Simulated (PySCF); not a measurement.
Screening by computed properties: pick the candidate that meets the target.

Each SMILES stands for a single optimised conformer of the isolated species, non-relativistic unless stated; the electronic structure was computed with PySCF and density fitting.

Dipoles, sizes and rotational constants follow the conformer. The torsions of the flexible species, by atom-mapped SMILES:
- `[CH3:1][C:2](=[S:3])[CH2:4][C@@:5]([CH3:6])([SiH3:7])[Cl:8]`: C1–C2–C4–C5 116°, C2–C4–C5–C6 -63°
- `[CH3:1][Si@H:2]1[CH2:3][Si@H:4]([PH2:5])[CH2:6]1`: H–P5–Si4–C3 -178°, H–P5–Si4–C3 89°
- `[CH3:1][NH:2][C:3]([CH3:4])([CH3:5])[SiH2:6][CH2:7][F:8]`: C1–N2–C3–C4 -53°, N2–C3–Si6–C7 44°, C3–Si6–C7–F8 75°
- `[SiH3:1][CH2:2][SiH2:3][Si@@H:4]([SiH3:5])[SiH2:6][SiH3:7]`: Si1–C2–Si3–Si4 -175°, C2–Si3–Si4–Si5 -104°, Si3–Si4–Si6–Si7 54°

Problem. Wanted: dipole moment between 1 D and 2 D (PBE0/pcSseg-1) and HOMO–LUMO gap above 7.2 eV (PBE0/pcSseg-1), at GFN2-xTB geometries. Which candidate meets both?
A. `C1[Si@H](C[Si@@H]1C)P`
B. `CC(=S)C[C@@](C)([SiH3])Cl`
C. `[SiH3]C[SiH2][Si@@H]([SiH3])[SiH2][SiH3]`
D. `CNC(C)(C)[SiH2]CF`

Solution. A. Computed values:
| species | dipole moment | HOMO–LUMO gap |
| --- | --- | --- |
| [SiH3]C[SiH2][Si@@H]([SiH3])[SiH2][SiH3] | 0.42 D | 7.04 eV |
| C1[Si@H](C[Si@@H]1C)P | 1.33 D | 7.55 eV |
| CNC(C)(C)[SiH2]CF | 2.41 D | 7.42 eV |
| CC(=S)C[C@@](C)([SiH3])Cl | 2.64 D | 4.31 eV |

Problem. Wanted: HOMO energy below -7.7 eV (PBE0/pcSseg-1) and smallest rotational constant below 0.9 GHz (GFN2-xTB), at GFN2-xTB geometries. Which candidate meets both?
A. `CNC(C)(C)[SiH2]CF`
B. `C1[Si@H](C[Si@@H]1C)P`
C. `CC(=S)C[C@@](C)([SiH3])Cl`
D. `[SiH3]C[SiH2][Si@@H]([SiH3])[SiH2][SiH3]`

Solution. D. Computed values:
```csv
species,HOMO energy,smallest rotational constant
[SiH3]C[SiH2][Si@@H]([SiH3])[SiH2][SiH3],-7.98 eV,0.326 GHz
C1[Si@H](C[Si@@H]1C)P,-7.38 eV,0.863 GHz
CC(=S)C[C@@](C)([SiH3])Cl,-6.69 eV,0.673 GHz
CNC(C)(C)[SiH2]CF,-6.36 eV,1.032 GHz
```
